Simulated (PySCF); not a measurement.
Al(H)(Me)(SeH) (CH₅AlSe), SMILES [CH3][AlH][SeH]. Coordinates come from a ωB97X-D3(BJ)/def2-SVP optimisation. The values are those of a single conformer.

Give the equilibrium geometry at ωB97X-D3(BJ)/def2-SVP (PySCF confirms it by a frequency run) as bond lengths and angles, and its point group. (The exact figures need the calculation; the answer reports its results.)

Several could match; the one computed here: point group Cs.
Atoms: Al1 H2 C3 H4 H5 H6 Se7 H8. Bonded distances (Å): Al1–H2 1.584, Al1–C3 1.949, Al1–Se7 2.306, C3–H4 1.104, C3–H5 1.104, C3–H6 1.102, Se7–H8 1.466. Bond angles (°): H2–Al1–C3 124.2, H2–Al1–Se7 117.7, C3–Al1–Se7 118.1, Al1–C3–H4 110.9, Al1–C3–H5 110.9, Al1–C3–H6 112.8, H4–C3–H5 106.5, H4–C3–H6 107.8, H5–C3–H6 107.8, Al1–Se7–H8 93.4.
